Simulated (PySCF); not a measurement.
P, quartet. Base run: PySCF with BLYP/STO-3G.

Here is a job for PySCF.
```python
from pyscf import gto, scf, dft

mol = gto.Mole()
mol.atom = '''
    P     0.000000    0.000000    0.000000
'''
mol.basis = 'sto-3g'
mol.charge = 0
mol.spin = 3
mol.verbose = 4
mol.build()

mf = dft.UKS(mol)
mf.xc = 'blyp'
mf.kernel()
```

The base run was repeated with changes; each row names its change, and settings that it needs were set with it.

```
change                                                                            ΔE vs base (µEh)  SCF cycles  <S^2>
--------------------------------------------------------------------------------  ----------------  ----------  -----
base                                                                                           0.0           3  3.750
diis_space = 12                                                                                0.0           3  3.750
DIIS = EDIIS                                                                                   0.0           3  3.750
diis = off; damp = 0.3 (with mf.diis_start_cycle = 200; with mf.max_cycle = 150)               0.0           4  3.750
level_shift = 0.5 (with mf.max_cycle = 100)                                                    0.0           5  3.750
diis_space = 4                                                                                 0.0           3  3.750
damp = 0.5; diis_start_cycle = 5                                                               0.0           5  3.750
init_guess = huckel                                                                            0.0           4  3.750
conv_tol = 1e-11                                                                               0.0           4  3.750
conv_tol = 1e-12                                                                               0.0           4  3.750
diis = off (with mf.max_cycle = 100)                                                           0.0           3  3.750
conv_tol = 1e-7                                                                                0.0           2  3.750
solver = newton; init_guess = 1e                                                               0.0           -  3.750
```

Open shells are given as the SCF converged; they aren't shown to be the lowest states, and a large step between rows can be another state.
